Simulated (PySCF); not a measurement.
Input of a run (PBE0-D3(BJ)/def2-SVP geometry optimisation, gas phase (PySCF 2.14.0)), started from GFN2-xTB:
```
{"job": {"xc": "PBE0", "basis": "def2-SVP", "d3": "d3bj", "grid": 1, "kind": "geom"}, "charge": 0, "multiplicity": 1}
C     -1.946959     1.176823    -1.783181
C     -2.438894     0.240113    -0.687414
C     -1.370868    -0.002530     0.383620
C     -1.953412    -0.781239     1.567602
O     -0.316350    -0.726824    -0.226374
C      0.977400    -0.547240     0.327842
C      1.752369    -1.836178     0.071745
C      1.664209     0.674108    -0.304356
C      2.973139     1.048954     0.378323
H     -1.037840     0.778253    -2.225143
H     -1.733311     2.164071    -1.377608
H     -2.698668     1.279874    -2.562053
H     -2.698849    -0.725257    -1.123416
H     -3.328537     0.656138    -0.211420
H     -0.998351     0.968977     0.745134
H     -2.737765    -0.203115     2.048731
H     -2.367508    -1.723287     1.217548
H     -1.179708    -0.996132     2.301338
H      0.897571    -0.385866     1.414608
H      2.735087    -1.790592     0.530660
H      1.860141    -1.990639    -0.998225
H      1.206667    -2.678737     0.487462
H      1.838933     0.463226    -1.361083
H      0.976182     1.521317    -0.248015
H      2.818715     1.205545     1.444282
H      3.718721     0.268740     0.250421
H      3.367989     1.967921    -0.048866
```

Output (energies in Eh, forces in Eh/bohr):
```
step   0  E = -390.18500440  max force = 0.017695
step   1  E = -390.18783160  max force = 0.003026
step   2  E = -390.18792448  max force = 0.001108
step   3  E = -390.18794178  max force = 0.000361
step   4  E = -390.18795041  max force = 0.000846
step   5  E = -390.18795123  max force = 0.000676
step   6  E = -390.18795052  max force = 0.000261
optimisation converged
```

Summarise the run.

The energy falls by 1.8 kcal/mol over 7 energy and gradient evaluations, the largest force component goes from 0.0177 to 2.6e-04 Eh/bohr, and the atoms move by 0.074 Å rms after alignment. Among the bonds, C1–H11, C4–H16, C4–H17, C7–H20, C7–H21, C9–H25 and C9–H26 change most and about equally (+0.014 to +0.015 Å). Bonds longer at the end by more than 0.005 Å: 18 of 26; shorter: 6. The energy never rose by more than 1e-6 Eh on the way. The first step brought 96 % of the lowering.

What are the final bond lengths?

C1–C2 1.519 Å, C2–C3 1.522 Å, C3–C4 1.521 Å, C3–O5 1.411 Å, O5–C6 1.412 Å, C6–C7 1.516 Å, C6–C8 1.528 Å, C8–C9 1.520 Å, C1–H10 1.099 Å, C1–H11 1.102 Å, C1–H12 1.100 Å, C2–H13 1.104 Å, C2–H14 1.103 Å, C3–H15 1.110 Å, C4–H16 1.101 Å, C4–H17 1.101 Å, C4–H18 1.101 Å, C6–H19 1.110 Å, C7–H20 1.099 Å, C7–H21 1.101 Å, C7–H22 1.099 Å, C8–H23 1.104 Å, C8–H24 1.103 Å, C9–H25 1.102 Å, C9–H26 1.101 Å, C9–H27 1.100 Å. Numbering counts from 1 in the input's order; the species is s-Bu2O, `C[C@H](CC)O[C@@H](C)CC`.

The run used 216 basis functions and 42 SCF cycles in all.

Stationary, but not proved a minimum. One conformer, not necessarily the lowest.

Shape of the structure used: `[CH3:1][CH2:2][C@@H:3]([CH3:4])[O:5][C@@H:6]([CH3:7])[CH2:8][CH3:9]`: C1–C2–C3–C4 177°, C2–C3–O5–C6 153°, C3–O5–C6–C7 150°, O5–C6–C8–C9 172°.
